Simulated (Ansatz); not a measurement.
CH6GeSSi can be A, `S[SiH]1[CH2][GeH2]1`, or B, `C1[SiH2][GeH2][S]1`.

Gas-phase electronic energies from Ansatz, PBE0-D4/def2-TZVP geometries. CBS: MP2 limit from def2 TZ/QZ plus the TZ coupled-cluster correction, frozen cores. DFT in def2-TZVPP. B3LYP here is the variant with VWN-RPA as its local correlation; programs differ in this. For Ge outer-core shells are correlated without core-valence functions, which leaves a few kJ/mol of doubt a bond. Scalar relativity is left out up to krypton. Each species was taken in one conformer, which may not be the lowest.

A:

Z-matrix (Å, degrees):
```
Si
C 1 1.870
Ge 1 2.297 2 56.7
S 1 2.129 2 113.2 3 113.1
H 1 1.484 2 116.7 3 -111.0
H 2 1.087 1 118.0 3 110.8
H 2 1.087 1 118.1 3 -109.5
H 3 1.528 1 121.9 2 96.4
H 3 1.530 1 122.7 2 -96.3
H 4 1.344 1 95.1 2 -151.2
```

B:

```xyz
10

C     0.071    1.034   -0.962
Si    1.081    0.034    0.289
Ge   -0.934   -1.132    0.707
S    -1.640    0.725   -0.362
H     0.271    2.106   -0.952
H     0.180    0.670   -1.985
H     1.452    0.872    1.460
H     2.306   -0.635   -0.233
H    -1.262   -2.416   -0.081
H    -1.525   -1.258    2.120
```

Task: Which isomer does CCSD(T)/CBS put lower? Give the gap. (Estimate.)

Result: Ansatz gave: B, by 11.1 kcal/mol.

Task: Give E(B) − E(A) in kcal/mol with MP2/def2-TZVPP, r2SCAN-D4, PBE-D4, ωB97M-V, B3LYP, CCSD/def2-TZVPP, CCSD(T)/def2-TZVPP. (Best estimate.)

Result: The calculation gave: MP2/def2-TZVPP -11.2, r2SCAN-D4 -9.7, PBE-D4 -10.7, ωB97M-V -11.7, B3LYP -11.2, CCSD/def2-TZVPP -11.6, CCSD(T)/def2-TZVPP -11.4. None reverses the order clearly.

Largest T1 diagnostic: 0.012.

The D4 term adds −0.8 kcal/mol with B3LYP and −0.4 kcal/mol with PBE0; it sums over pairs of atoms, weighted by their polarisabilities, and B3LYP, whose exchange is more repulsive, gets the larger term. In def2-TZVPP, CCSD(T) changes the Hartree–Fock value by +3.2 kcal/mol (the triples alone add +0.3 kcal/mol) and MP2 by +3.4 kcal/mol.
